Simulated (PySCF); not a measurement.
SnOCl2, SMILES [O]=[Sn]([Cl])[Cl].

Coordinates come from a B3LYP-D3(BJ)/def2-SVP optimisation. The def2 effective core potentials stand for the cores of Sn; spin–orbit coupling is left out.

Method: PBE/def2-TZVPD run with PySCF.

Isolated molecule, no solvent.

Computed frontier levels, gap, dipole moment and polarisability:
```
Property                                                                                                        Value
---------------------------------------------------------------------------------------------  ----------------------
highest occupied level                                                                                       -7.08 eV
lowest empty level                                                                                           -4.83 eV
orbital gap                                                                                                   2.25 eV
dipole moment                                                                                                  2.00 D
quadrupole, principal values (traceless, Buckingham form, about the centre of nuclear charge)  -10.45, 1.81, 8.64 D·Å
mean static polarisability                                                                      76.2 bohr³ (11.30 Å³)
polarisability, principal values                                                               52.4, 87.1, 89.1 bohr³
```
